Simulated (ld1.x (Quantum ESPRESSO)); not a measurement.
Cl (Z = 17) RRKJ: all-electron and pseudo phase curves

| Property | Result |
| --- | --- |
| Element | Cl (Z = 17) |
| Generator | ld1.x (Quantum ESPRESSO) 7.5 |
| Type | norm-conserving RRKJ (Kleinman–Bylander form) |
| Functional | LDA (PZ) |
| Relativity | fully relativistic |
| Frozen core | [Ne] |
| Valence charge | 7 |
| Reference configuration | 3s2 3p5 |
| Partial waves | 3s (bound): rc 1.30 bohr; 3p (bound): rc 1.20 bohr |
| Local potential | the p channel |
| Core correction | none |
| rho0 | 0.001 |

Open shells are filled in proportion to 2j + 1 (rel_dist='average').

The phase is arctan(r·u′/u) with u = r·R(r), unwrapped; energies in Ry, scanned from -4 to 5 Ry. A pole is an energy at which the radial function vanishes at the test radius. The pseudo phase is shifted by a multiple of π to meet the all-electron one at the reference energy, and phase errors are pseudo minus all-electron; the curves can meet again beyond the range given. Levels narrower than the energy grid can be missing from the lists of poles.

```csv
channel,radius (bohr),reference energy (Ry),"poles, all-electron","poles, pseudo",unbroken range about the reference energy with phases within 0.05 rad,phase error 1 Ry above the reference energy (rad)
s,1.40,-1.52,4.94,4.64,the whole range,-0.002
p1/2,1.40,-0.65,none,none,the whole range,+0.009
p3/2,1.40,-0.64,none,none,the whole range,-0.011
```

Phases in the s channel:

```tsv
E (Ry)	all-electron	pseudo
-4.00	0.908	0.904
-3.52	0.798	0.794
-3.04	0.642	0.639
-2.56	0.419	0.417
-2.08	0.112	0.112
-1.60	-0.251	-0.251
-1.12	-0.590	-0.590
-0.64	-0.850	-0.852
-0.16	-1.034	-1.036
0.32	-1.163	-1.166
0.80	-1.256	-1.261
1.28	-1.326	-1.331
1.76	-1.380	-1.387
2.24	-1.424	-1.431
2.72	-1.460	-1.467
3.20	-1.490	-1.498
3.68	-1.516	-1.525
4.16	-1.539	-1.549
4.64	-1.559	-1.571
```
